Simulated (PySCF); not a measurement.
Excitation energy of Bi²⁺ by level of theory

Bi²⁺ [Xe] 4f14 5d10 6s2 6p1 (2P) → Bi²⁺ [Xe] 4f14 5d10 6s1 6p1 7s1 (4P), as a difference of total energies. Calculation: PySCF 2.14, in aug-cc-pVQZ-PP with one added diffuse shell each of s, p, d, f, g type with ECP60MDF (8s8p6d4f3g, 117 functions); scalar relativity through the core potential. Correlated levels: valence: 5s2 5p6 5d10 frozen. The calculations carry no spin-orbit coupling.

| method | excitation energy (eV) |
| --- | --- |
| UHF | 18.869 |
| LDA | 21.061 |
| PBE | 20.602 |
| PBE0 | 20.396 |
| r2SCAN | 20.546 |
| MN15 | 21.135 |
| LC-wPBE | 20.471 |
| revPBE | 20.483 |
| MP2 (valence) | 19.481 |
| SCS-MP2 (valence) | 19.747 |

Q: How much does correlation contribute at MP2 (valence)?

A: 19.481 − (18.869) = 0.612 eV, measured against UHF.

The promoted electron is Rydberg-like, and one or two diffuse shells describe it only roughly, which tends to raise the upper state.
